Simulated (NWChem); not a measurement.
System: TaCl$_{4}$, doublet; SMILES [Cl][Ta]([Cl])([Cl])[Cl]

Here is an NWChem input.

```
start job
memory heap 200 mb stack 700 mb global 900 mb
geometry units angstroms noautoz
  Ta     0.000000     0.000000     0.000000
  Cl    -1.447036    -1.447036     1.031999
  Cl     1.447036     1.447036     1.031999
  Cl     1.447036    -1.447036    -1.031999
  Cl    -1.447036     1.447036    -1.031999
end
basis spherical
  * library def2-tzvp
end
ecp
  Ta library def2-ecp
end
dft
  odft
  mult 2
  xc xpbe96 cpbe96
  iterations 150
  semidirect filesize 400000000
  mulliken
end
task dft energy
```

In the optimisation the excess spin sits in a1 (D2d, its own frame). All runs use the structure optimised with PBE0/def2-SVP, spin-unrestricted. No frequency run checked for a minimum. This spin state was assumed; another may lie lower. No stability test was run on the SCF state. def2 effective core potentials on Ta; no spin-orbit coupling.

Task: What results follow from this input? (PBE/def2-TZVP with def2 effective core potentials on Ta, spin-unrestricted.) Quantities: basis functions; energy (Ha); highest occupied level (eV); lowest empty minus highest occupied level, either spin (eV); <S²>.

Result: 
```
Item                                                           Result
-----------------------------------------------------------  --------
number of basis functions                                         188
energy (Ha)                                                  -1897.41
highest occupied level (eV)                                     -4.62
lowest empty minus highest occupied level, either spin (eV)      0.61
<S²>                                                            0.753
```
